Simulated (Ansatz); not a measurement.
Program: Ansatz. Geometries: PBE0-D4/def2-TZVP. ΔE: electronic, gas phase. CCSD(T)/CBS adds triple-zeta CCSD(T) − MP2 to the extrapolated MP2 energy (def2 sets, frozen cores). Functionals use def2-TZVPP. For As outer-core shells are correlated without core-valence functions, which leaves a few kJ/mol of doubt a bond. Scalar relativity is left out up to krypton. Each species was taken in one conformer, which may not be the lowest.

Reaction (redistribution): `PO[AsH2]` + `O[SiH3]` → `[AsH3]` + `O[SiH2]OP`

| species | ωB97X-V energy (Eh) |
| --- | --- |
| `PO[AsH2]` | -2654.60563 |
| `O[SiH3]` | -367.12562 |
| `[AsH3]` | -2237.45413 |
| `O[SiH2]OP` | -784.33298 |

(1) Work out ΔE.

Largest T1 diagnostic among the species: 0.013.

Answers

(1) ΔE = (-2237.45413) + (-784.33298) − (-2654.60563) − (-367.12562) = -0.05586 Eh = -1.52 eV. CCSD(T)/CBS gives -1.57 eV.

From r2SCAN to r2SCAN0 (25 % exact exchange), in def2-TZVPP and without D4, ΔE moves by −0.05 eV. In def2-TZVPP, CCSD(T) changes the Hartree–Fock value by +0.05 eV (the triples alone add +0.02 eV) and MP2 by +0.04 eV. At CCSD(T), def2-SVP lies +0.03 eV from the extrapolated value and def2-TZVPP +0.01 eV.
